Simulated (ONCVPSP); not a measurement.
**Ranking ONCV potentials for nitrogen (N)**

All share these settings but for the change named:

| Quantity | Value |
| --- | --- |
| Element | N |
| Generator | ONCVPSP 4.0.1 |
| Type | optimised norm-conserving Vanderbilt (ONCV) |
| Functional | PBE |
| Relativity | scalar-relativistic |
| Frozen core | [He] |
| Valence charge | 5 |
| Reference configuration | 2s2 2p2 (charge +1) |
| Partial waves | 2s: rc 1.10 bohr, ncon 4, nbas 8, qcut 7.3 1/bohr, 2 projectors, debl 3.5 Ha; 2p: rc 1.45 bohr, ncon 3, nbas 6, qcut 9.2 1/bohr, 1 projector; d scattering state at 0.31 Ha: rc 1.25 bohr, ncon 3, nbas 8, qcut 8.5 1/bohr, 2 projectors, debl 3.6 Ha |
| Local potential | polynomial inside 1.00 bohr (lpopt 5, dvloc0 4 Ha) |
| Core correction | none |

Cutoff: the first of the cutoffs (Ha) at which the residual kinetic energy of the hardest occupied pseudo-wave falls to 1 and 0.1 mHa per electron; the density cutoff is not measured.

The base gives 28 Ha.

Of 7 variants that were run, those that failed, showed a ghost or another fault, or gave nearly equal values are left out.

A variant can come out equal or close to the base.

Question: Rank these variants from softest to hardest (loose cutoff).
A. all radii scaled by about 0.89 (s 0.98, p 1.30, d 1.12 bohr); local potential polynomial inside 0.90 bohr (lpopt 5, dvloc0 4 Ha)
B. all radii scaled by about 1.14 (s 1.26, p 1.66, d 1.42 bohr); local potential polynomial inside 1.14 bohr (lpopt 5, dvloc0 4 Ha)
C. all radii scaled by about 1.30 (s 1.44, p 1.88, d 1.62 bohr); local potential polynomial inside 1.30 bohr (lpopt 5, dvloc0 4 Ha)

Answer: C (21 Ha), B (25 Ha), A (30 Ha).
